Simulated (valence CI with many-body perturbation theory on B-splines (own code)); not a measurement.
**E1 transitions of Sm XXX**

Computed by valence CI with perturbative core correlation (CI+MBPT): five valence electrons over a frozen Dirac-Fock core [Ar] 3d10, a basis of 11 s, 11 p, 10 d, 8 f, 5 g, 2 h functions for each j, with the one-electron correlation potential Σ1 (screened to all orders), the two-electron term Σ2, the three-electron term Σ3, Breit, model QED; selected single and double excitations, second order for the rest, scaled by the run's own slope (own B-spline code, finite nucleus).

The last digits are not significant, and no measured levels were compared; by estimate large intervals hold to a few tenths of a per cent, small ones and those within an open d or f shell to about a per cent. Among the levels kept, up to 2200 cm⁻¹ of a level comes from second order outside the variational space, and about a tenth of that is noise between levels of different J, which matters for small intervals.

Lines 51 to 100 of 552 in falling wavelength, among levels below 2611100 cm⁻¹, chosen from the strongest by gf and those to the six lowest levels. Wavelengths and rates use the calculated energies. Electric multipoles are in the length gauge with retardation, E1 and E2 with the static RPA response of the core. Weak lines are less certain than strong ones. Lines between different terms over intervals too small for the method are left out, as are lines whose strength nearly cancels. Where a level lies close to another of its J and parity, the split of strength between their lines is uncertain. The highest levels of a list are the least certain.

Levels are named by their leading jj configuration (3d3/2^4 stands for four electrons in 3d with j = 3/2), which in mixed levels can hold well under half, so a name can repeat and another be missing. Letters in brackets count levels of one name in rising energy.

```csv
λ vac (Å),Upper,Lower,A (s⁻¹),S (a.u.) with core polarisation,S without
117.3,(4s^2 4p1/2 4p3/2 4d3/2) J=3/2 [a],(4s^2 4p1/2 4p3/2^2) J=5/2,9.86e+09,3.15e-02,3.39e-02
116.6,(4s 4p1/2^2 4p3/2 4d3/2) J=5/2 [b],(4s^2 4p1/2^2 4d3/2) J=3/2,2.97e+10,1.40e-01,1.50e-01
116.5,(4s 4p1/2 4p3/2^2 4d5/2) J=3/2 [c],(4s^2 4p1/2 4p3/2 4d5/2) J=3/2 [a],2.78e+10,8.69e-02,9.34e-02
116.1,(4p1/2^2 4p3/2^3) J=3/2,(4s 4p1/2^2 4p3/2^2) J=3/2,3.23e+10,9.96e-02,1.07e-01
116.1,(4s 4p1/2 4p3/2^2 4d5/2) J=7/2 [e],(4s^2 4p1/2 4p3/2 4d5/2) J=7/2 [b],1.09e+10,6.73e-02,7.23e-02
116.1,(4s 4p1/2 4p3/2^2 4d3/2) J=5/2 [e],(4s^2 4p1/2 4p3/2 4d5/2) J=5/2 [c],2.09e+10,9.66e-02,1.04e-01
116.0,(4s 4p3/2^4) J=1/2,(4s^2 4p3/2^3) J=3/2,5.60e+10,8.64e-02,9.29e-02
115.8,(4s^2 4p1/2^2 4f7/2) J=7/2 [a],(4s^2 4p1/2 4p3/2 4d3/2) J=7/2,1.58e+10,9.70e-02,1.04e-01
115.8,(4s 4p1/2^2 4p3/2 4d5/2) J=7/2 [b],(4s^2 4p1/2^2 4d5/2) J=5/2,4.71e+10,2.89e-01,3.10e-01
115.8,(4s 4p1/2 4p3/2^3) J=5/2,(4s^2 4p1/2 4p3/2^2) J=3/2,4.83e+08,2.22e-03,2.39e-03
115.7,(4s 4p1/2 4p3/2^2 4d5/2) J=5/2 [g],(4s^2 4p1/2 4p3/2 4d5/2) J=5/2 [c],2.69e+10,1.24e-01,1.33e-01
115.6,(4s 4p3/2^3 4d5/2) J=3/2 [c],(4s^2 4p3/2^2 4d5/2) J=5/2 [b],3.87e+10,1.18e-01,1.27e-01
115.4,(4s 4p1/2^2 4p3/2^2) J=3/2,(4s^2 4p1/2^2 4p3/2) J=3/2,2.20e+10,6.69e-02,7.18e-02
115.2,(4s^2 4p3/2 4d3/2 4d5/2) J=5/2 [a],(4s^2 4p3/2^2 4d5/2) J=5/2 [a],1.75e+10,7.94e-02,8.55e-02
115.2,(4s 4p1/2 4p3/2^2 4d5/2) J=5/2 [e],(4s^2 4p1/2 4p3/2 4d5/2) J=5/2 [b],3.41e+10,1.54e-01,1.66e-01
114.7,(4s 4p1/2 4p3/2^2 4d5/2) J=3/2 [e],(4s^2 4p1/2 4p3/2 4d5/2) J=3/2 [b],2.94e+10,8.75e-02,9.41e-02
114.6,(4s 4p1/2 4p3/2^2 4d5/2) J=7/2 [c],(4s^2 4p1/2 4p3/2 4d5/2) J=5/2 [a],2.12e+10,1.26e-01,1.35e-01
114.6,(4s 4p3/2^3 4d3/2) J=7/2,(4s^2 4p3/2^2 4d5/2) J=7/2,1.38e+10,8.18e-02,8.79e-02
114.4,(4s^2 4p1/2 4p3/2 4d3/2) J=5/2,(4s^2 4p1/2 4p3/2^2) J=5/2,8.63e+09,3.83e-02,4.10e-02
114.3,(4s 4p3/2^3 4d5/2) J=3/2 [b],(4s^2 4p3/2^2 4d3/2) J=3/2 [b],3.27e+10,9.65e-02,1.04e-01
114.3,(4s 4p1/2 4p3/2^2 4d5/2) J=9/2 [d],(4s^2 4p1/2 4p3/2 4d5/2) J=9/2,2.02e+10,1.49e-01,1.60e-01
114.2,(4s 4p1/2 4p3/2^3) J=1/2,(4s^2 4p1/2 4p3/2^2) J=1/2,2.26e+10,3.32e-02,3.57e-02
113.9,(4s 4p1/2 4p3/2^2 4d5/2) J=5/2 [c],(4s^2 4p1/2 4p3/2 4d5/2) J=5/2 [a],1.50e+10,6.55e-02,7.03e-02
113.7,(4s^2 4p1/2^2 4f7/2) J=7/2 [b],(4s^2 4p1/2 4p3/2 4d3/2) J=7/2,1.67e+10,9.73e-02,1.04e-01
113.6,(4s 4p1/2 4p3/2^2 4d5/2) J=5/2 [d],(4s^2 4p1/2 4p3/2 4d3/2) J=3/2 [b],1.81e+10,7.86e-02,8.43e-02
113.4,(4s 4p1/2 4p3/2^2 4d5/2) J=7/2 [f],(4s^2 4p1/2 4p3/2 4d5/2) J=7/2 [b],3.62e+10,2.09e-01,2.24e-01
113.3,(4s 4p1/2 4p3/2^2 4d3/2) J=3/2 [c],(4s^2 4p1/2 4p3/2 4d3/2) J=5/2,5.17e+10,1.48e-01,1.59e-01
112.9,(4s^2 4p1/2 4p3/2 4d3/2) J=3/2 [a],(4s^2 4p1/2 4p3/2^2) J=3/2,1.39e+09,3.94e-03,4.21e-03
112.8,(4s^2 4p1/2 4p3/2 4d3/2) J=1/2 [a],(4s^2 4p1/2 4p3/2^2) J=3/2,1.29e+10,1.83e-02,1.97e-02
112.4,(4s 4p1/2^2 4p3/2 4d3/2) J=5/2 [a],(4s 4p1/2^2 4p3/2^2) J=5/2,6.39e+09,2.68e-02,2.85e-02
112.2,(4s 4p1/2^2 4p3/2 4d3/2) J=3/2,(4s 4p1/2^2 4p3/2^2) J=5/2,4.43e+09,1.24e-02,1.31e-02
112.1,(4s 4p1/2 4p3/2^2 4d5/2) J=5/2 [h],(4s^2 4p1/2 4p3/2 4d5/2) J=3/2 [b],2.54e+10,1.06e-01,1.14e-01
111.8,(4s 4p1/2 4p3/2^2 4d3/2) J=1/2 [b],(4s^2 4p1/2 4p3/2 4d3/2) J=3/2 [a],4.94e+10,6.82e-02,7.31e-02
111.6,(4s 4p3/2^3 4d5/2) J=7/2 [a],(4s^2 4p3/2^2 4d5/2) J=7/2,1.15e+10,6.34e-02,6.80e-02
111.5,(4s 4p1/2^2 4p3/2^2) J=1/2,(4s^2 4p1/2^2 4p3/2) J=3/2,6.03e+10,8.25e-02,8.84e-02
111.4,(4s^2 4p1/2 4p3/2 4d3/2) J=7/2,(4s^2 4p1/2 4p3/2^2) J=5/2,2.46e+08,1.34e-03,1.42e-03
111.0,(4s 4p1/2 4p3/2^3) J=3/2 [b],(4s^2 4p1/2 4p3/2^2) J=1/2,1.29e+10,3.48e-02,3.74e-02
110.8,(4s 4p3/2^3 4d3/2) J=5/2 [b],(4s^2 4p3/2^2 4d3/2) J=7/2,4.16e+10,1.68e-01,1.80e-01
110.8,(4s 4p1/2^2 4p3/2 4d3/2) J=7/2,(4s 4p1/2^2 4p3/2^2) J=5/2,1.15e+09,6.18e-03,6.51e-03
110.8,(4s^2 4p1/2 4d3/2 4d5/2) J=9/2,(4s^2 4p1/2 4p3/2 4d5/2) J=7/2 [b],1.29e+10,8.64e-02,9.28e-02
110.7,(4s 4p1/2 4p3/2^2 4d5/2) J=7/2 [f],(4s^2 4p1/2 4p3/2 4d5/2) J=5/2 [b],1.47e+10,7.89e-02,8.45e-02
110.7,(4s^2 4p3/2^2 4f5/2) J=7/2,(4s^2 4p3/2^2 4d5/2) J=5/2 [b],1.38e+10,7.36e-02,7.92e-02
110.6,(4s 4p1/2^2 4p3/2 4d5/2) J=5/2 [b],(4s^2 4p1/2^2 4d5/2) J=5/2,4.77e+10,1.91e-01,2.05e-01
110.5,(4s 4p1/2 4p3/2^2 4d5/2) J=5/2 [b],(4s^2 4p1/2 4p3/2 4d5/2) J=7/2 [a],3.95e+10,1.58e-01,1.69e-01
110.5,(4s 4p1/2 4p3/2^2 4d3/2) J=7/2 [b],(4s^2 4p1/2 4p3/2 4d3/2) J=7/2,3.28e+10,1.75e-01,1.88e-01
110.3,(4s 4p1/2 4p3/2^2 4d3/2) J=5/2 [d],(4s^2 4p1/2 4p3/2 4d3/2) J=7/2,6.81e+10,2.71e-01,2.91e-01
110.3,(4s^2 4p1/2 4p3/2 4d3/2) J=5/2,(4s^2 4p1/2 4p3/2^2) J=3/2,6.51e+08,2.58e-03,2.76e-03
110.0,(4s 4p1/2^2 4p3/2 4d5/2) J=3/2 [b],(4s^2 4p1/2^2 4d5/2) J=5/2,8.65e+10,2.27e-01,2.43e-01
109.8,(4s^2 4p3/2 4d3/2 4d5/2) J=5/2 [a],(4s^2 4p3/2^2 4d3/2) J=7/2,3.75e+10,1.47e-01,1.58e-01
109.8,(4s 4p1/2 4p3/2^2 4d5/2) J=7/2 [b],(4s^2 4p1/2 4p3/2 4d5/2) J=7/2 [a],1.20e+10,6.25e-02,6.71e-02
```
